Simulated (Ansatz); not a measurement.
C₂₁H₁₅N₃, relaxed as a singlet with RKS PBE-D4/def2-SVP in Ansatz, starting from the GFN2-xTB geometry. Force threshold 0.03 eV/Å.

Single mean-field runs in def2-SVP are fitted with def2-universal-jkfit.

Start:

```xyz
39

N    -2.091   -5.832    0.171
C    -1.610   -4.835    0.478
N    -1.094   -3.737    0.920
C    -0.590   -2.698    0.536
N     0.117   -1.757    0.368
C     3.554    0.389   -2.386
C     3.607   -0.554   -1.373
C     2.494   -0.789   -0.587
C     1.315   -0.088   -0.809
C     0.120   -0.352    0.098
C     0.289    0.385    1.424
C     1.053    1.542    1.504
C     1.178    2.217    2.706
C     0.539    1.746    3.840
C    -0.231    0.598    3.764
C    -0.359   -0.077    2.564
C    -1.190    0.027   -0.585
C    -1.969    1.091   -0.156
C    -3.159    1.387   -0.801
C    -3.583    0.624   -1.875
C    -2.805   -0.436   -2.311
C    -1.614   -0.729   -1.673
C     1.267    0.858   -1.824
C     2.383    1.093   -2.608
H     4.423    0.573   -2.999
H     4.518   -1.104   -1.192
H     2.534   -1.523    0.205
H     1.554    1.919    0.625
H     1.778    3.114    2.753
H     0.638    2.273    4.777
H    -0.738    0.226    4.642
H    -0.966   -0.970    2.515
H    -1.654    1.693    0.683
H    -3.756    2.219   -0.458
H    -4.517    0.849   -2.367
H    -3.124   -1.039   -3.148
H    -1.007   -1.551   -2.022
H     0.359    1.417   -2.001
H     2.337    1.832   -3.395
```

| step | energy (eV) | largest force component (eV/Å) | SCF passes |
| --- | --- | --- | --- |
| 1 | -26438.7580 | 2.622 | 23 |
| 2 | -26439.1709 | 0.397 | 22 |
| 3 | -26439.2017 | 0.199 | 22 |
| 4 | -26439.2118 | 0.153 | 21 |
| 5 | -26439.2148 | 0.079 | 21 |
| 6 | -26439.2167 | 0.115 | 21 |
| 7 | -26439.2179 | 0.100 | 21 |
| 8 | -26439.2191 | 0.061 | 21 |
| 9 | -26439.2195 | 0.061 | 21 |
| 10 | -26439.2197 | 0.031 | 15 |
| 11 | -26439.2197 | 0.007 | 15 |

Force components are those of the run's own axes.

End:

| atom | x (Å) | y (Å) | z (Å) |
| --- | --- | --- | --- |
| N1 | -2.374 | -5.666 | -0.177 |
| C2 | -1.835 | -4.728 | 0.294 |
| N3 | -1.277 | -3.712 | 0.920 |
| C4 | -0.575 | -2.732 | 0.616 |
| N5 | 0.204 | -1.816 | 0.486 |
| C6 | 3.572 | 0.461 | -2.447 |
| C7 | 3.655 | -0.550 | -1.475 |
| C8 | 2.553 | -0.834 | -0.658 |
| C9 | 1.352 | -0.115 | -0.803 |
| C10 | 0.173 | -0.388 | 0.148 |
| C11 | 0.343 | 0.396 | 1.469 |
| C12 | 1.172 | 1.528 | 1.552 |
| C13 | 1.262 | 2.258 | 2.748 |
| C14 | 0.532 | 1.863 | 3.877 |
| C15 | -0.295 | 0.730 | 3.802 |
| C16 | -0.389 | 0.004 | 2.608 |
| C17 | -1.169 | -0.059 | -0.537 |
| C18 | -1.987 | 1.004 | -0.117 |
| C19 | -3.194 | 1.277 | -0.784 |
| C20 | -3.596 | 0.492 | -1.872 |
| C21 | -2.778 | -0.567 | -2.303 |
| C22 | -1.572 | -0.835 | -1.644 |
| C23 | 1.272 | 0.894 | -1.780 |
| C24 | 2.378 | 1.182 | -2.595 |
| H25 | 4.437 | 0.682 | -3.091 |
| H26 | 4.586 | -1.124 | -1.354 |
| H27 | 2.615 | -1.625 | 0.104 |
| H28 | 1.754 | 1.845 | 0.675 |
| H29 | 1.918 | 3.141 | 2.795 |
| H30 | 0.608 | 2.432 | 4.816 |
| H31 | -0.872 | 0.407 | 4.682 |
| H32 | -1.047 | -0.876 | 2.565 |
| H33 | -1.684 | 1.624 | 0.738 |
| H34 | -3.825 | 2.111 | -0.441 |
| H35 | -4.545 | 0.703 | -2.388 |
| H36 | -3.081 | -1.187 | -3.160 |
| H37 | -0.928 | -1.652 | -2.003 |
| H38 | 0.337 | 1.460 | -1.907 |
| H39 | 2.300 | 1.972 | -3.358 |

By distances, no bond broke or formed. The bond that changes most is N5–C10, from 1.43 to 1.47 Å (atoms count from 1).

No frequencies were taken in this run, so the end may be a saddle point.

Hardware: 2 threads of AMD EPYC 7R13 on a shared host and a share (18 GiB) of an NVIDIA H100 80GB HBM3. Wall time 38 s, peak host memory 0.87 GiB.
